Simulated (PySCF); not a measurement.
# Computed vibrations of Eu2O3

Eu2O3 (singlet in the valence; each metal's 4f electrons, 6 of them, lie in its core potential, out of spins and levels). PySCF 2.14.0, RKS BP86, Eu lcecp-1-SVP with ECP52, O def2-SVP; non-relativistic Hamiltonian with scalar-relativistic core potentials where named; density fitting; no spin-orbit coupling. Central differences of gradients.

```xyz
5

Eu    0.1481    0.0094    2.0703
Eu    0.1481    0.0094   -2.0703
O     0.5937    0.0377    0.0000
O    -1.7131   -0.1087    2.3260
O    -1.7131   -0.1087   -2.3260
```

Run from Python with OMP_NUM_THREADS=2. Where DIIS fails, smearing, a level shift and second-order steps follow.
It took 3 min on 2 threads of Arm Neoverse N1, with other jobs on the host.

**Question.** What are the harmonic wavenumbers and infrared intensities?

**Answer.** Modes are labelled in C2v; negative numbers are unstable modes, those under 60 cm⁻¹ near the noise; a finer grid moves soft modes by up to 10 cm⁻¹.
| cm⁻¹ | km/mol | symmetry |
| --- | --- | --- |
| -58 | – | a2 |
| 49 | 6.4 | a1 |
| 103 | 69.1 | b1 |
| 128 | 27.6 | b2 |
| 202 | 4.6 | a1 |
| 258 | 11.1 | a1 |
| 660 | 680.8 | b2 |
| 770 | 178.9 | a1 |
| 780 | 12.7 | b2 |

**Question.** Is this a minimum?

**Answer.** Probably not: 1 unstable, though so soft as to be near the noise; the lowest moves the atoms so:
```
Eu  -0.01  0.08  0.00
Eu   0.01 -0.08  0.00
O    0.00  0.00  0.00
O    0.04 -0.70  0.00
O   -0.04  0.70  0.00
```

An lcecp potential fixes the number of 4f electrons, so in runs with it no electron can move into or out of that shell.
